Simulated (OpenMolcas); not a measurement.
Computed levels of Cu7+

* Program: OpenMolcas
* Method: CASSCF
* Basis: ANO-RCC-VQZP [7s6p4d3f2g1h]
* Scalar Hamiltonian: DKH2, point nucleus
* Active space: 4 electrons in 10 orbitals (3d 4d)
* State averaging: 2S+1 = 5 even, 5 roots; 2S+1 = 3 even, 45 roots; 2S+1 = 1 even, 44 roots
* Spin-orbit coupling: state interaction with AMFI integrals over the reference wave functions, term energies averaged over their components

Spin-free terms above the lowest, with the occupations of the reference (each correlating shell added to its valence partner):

```tsv
Configuration	Term	E (cm⁻¹)	Occupations
3d⁴	⁵D	0.0	3d 4.00
3d⁴	³H	35548	3d 4.00
3d⁴	³P(1)	39705	3d 4.00
3d⁴	³F(1)	40838	3d 4.00
3d⁴	³G	44741	3d 4.00
3d⁴	¹I	53329	3d 4.00
3d⁴	¹G(1)	56243	3d 4.00
3d⁴	³D	57700	3d 4.00
3d⁴	¹S	65523	3d 4.00
3d⁴	¹D	70006	3d 4.00
3d⁴	¹F	80910	3d 4.00
3d⁴	³F(2)	95115	3d 4.00
3d⁴	³P(2)	96390	3d 4.00
3d⁴	¹G(2)	107822	3d 4.00
```

With spin-orbit coupling, above the lowest level:

```tsv
Configuration	Term	J	E (cm⁻¹)	Term weight %	Second
3d⁴	⁵D	0	0.0	99	
3d⁴	⁵D	1	373	100	
3d⁴	⁵D	2	1079	100	
3d⁴	⁵D	3	2060	100	
3d⁴	⁵D	4	3267	100	
3d⁴	³H	4	36495	97	
3d⁴	³H	5	37339	98	2 ³G
3d⁴	³P(1)	0	37911	98	
3d⁴	³H	6	38202	99	
3d⁴	³P(1)	1	40080	99	
3d⁴	³F(1)	2	42281	99	
3d⁴	³F(1)	3	42299	86	14 ³G
3d⁴	³F(1)	4	42689	86	11 ³G
3d⁴	³P(1)	2	43603	99	
3d⁴	³G	3	46428	86	14 ³F(1)
3d⁴	³G	4	47272	87	11 ³F(1)
3d⁴	³G	5	47882	98	2 ³H
3d⁴	¹I	6	55608	99	
3d⁴	¹G(1)	4	58959	96	2 ³F(1)
3d⁴	³D	3	59552	99	
3d⁴	³D	2	59810	97	
3d⁴	³D	1	60188	100	
3d⁴	¹S	0	68020	98	
3d⁴	¹D	2	72429	97	
3d⁴	¹F	3	82959	98	
3d⁴	³F(2)	4	97202	99	
3d⁴	³F(2)	2	97394	87	13 ³P(2)
3d⁴	³P(2)	2	97438	87	13 ³F(2)
3d⁴	³F(2)	3	97560	98	
3d⁴	³P(2)	1	99775	100	
3d⁴	³P(2)	0	101046	100	
3d⁴	¹G(2)	4	110089	99
```

Spin-orbit coupling puts the lowest level 2142 cm⁻¹ below the lowest spin-free term.

A least-squares Racah fit to the terms below 60000 cm-1, each weighted by 2L + 1 and with a free common offset, gives B = 1849 cm-1 and C = 7030 cm-1 (C/B = 3.80), with an rms deviation of 34 cm-1.

For ⁵D the intervals divided by the larger J are 373.3, 352.6, 327.2, 301.7 cm-1. Landé's interval rule makes them equal in pure LS coupling; they differ by 21 % of their mean. The multiplet is regular.

Without dynamic correlation excited terms often stand tens of per cent too high (terms of higher spin than the ground term too low), and those without a measured partner can miss by more than the paired ones. Active for correlation alone: 4d; no level in the range computed is led by a configuration that fills it, so any true level of that kind is missing. Levels of configurations outside the active space are missing. The first state left out of the spin-orbit step lies near 150000 cm-1 above the lowest spin-free state of the reference (among the parities and spins computed), and the list stops at four fifths of that energy or lower.

The term weight is that of the spin-free term in the level, not the purity of its configuration. A number in round brackets counts repeated terms of one configuration in the order of the reference energies.
